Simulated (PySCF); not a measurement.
Species: CH₇FOSi₂.
Numbering: `[CH3:1][O:2][SiH2:3][SiH2:4][F:5]` (hydrogens: H6, H7, H8 on C1; H9, H10 on Si3; H11, H12 on Si4)

Torsions of this conformer, `[CH3:1][O:2][SiH2:3][SiH2:4][F:5]`: C1–O2–Si3–Si4 180°, O2–Si3–Si4–F5 180°.

The closed-shell ground state was solved at several levels (PySCF, density fitting, gas phase, non-relativistic). Geometry: PBE0-D3(BJ)/def2-SVP, one conformer, isolated molecule.

```csv
level,basis functions,HOMO (eV),LUMO (eV),gap (eV),dipole (D)
PBE0/cc-pVTZ,256,-8.19,-0.85,7.34,2.06
PBE0/pcSseg-0,67,-8.04,-0.82,7.22,2.50
PBE0/cc-pVDZ,113,-8.10,-0.64,7.46,2.10
PBE0/aug-cc-pVDZ,186,-8.24,-0.99,7.25,2.10
```

(1) What might PBE0/IGLO-III (263 basis functions) give for the same quantities?

(2) Over all these levels, which gives the widest orbital gap and which the narrowest?

(3) How much does the basis alone move the frontier levels among the 5 PBE0 rows (the withheld one included)?

(4) How far do the dipole and the HOMO energy spread over the levels?

Results:

(1) HOMO -8.25 eV, LUMO -0.88 eV, gap 7.37 eV, dipole 2.12 D.

(2) PBE0/cc-pVDZ has the widest, 7.46 eV, and PBE0/pcSseg-0 the narrowest, 7.22 eV. From the narrowest to the widest the HOMO moves by -0.06 eV and the LUMO by +0.18 eV.

(3) The HOMO by 0.21 eV and the LUMO by 0.35 eV. By rising basis size (HOMO, LUMO in eV): pcSseg-0 -8.04, -0.82; cc-pVDZ -8.10, -0.64; aug-cc-pVDZ -8.24, -0.99; cc-pVTZ -8.19, -0.85; IGLO-III -8.25, -0.88.

(4) The dipole runs from 2.06 to 2.50 D (mean 2.18 D) and the HOMO from -8.25 to -8.04 eV.
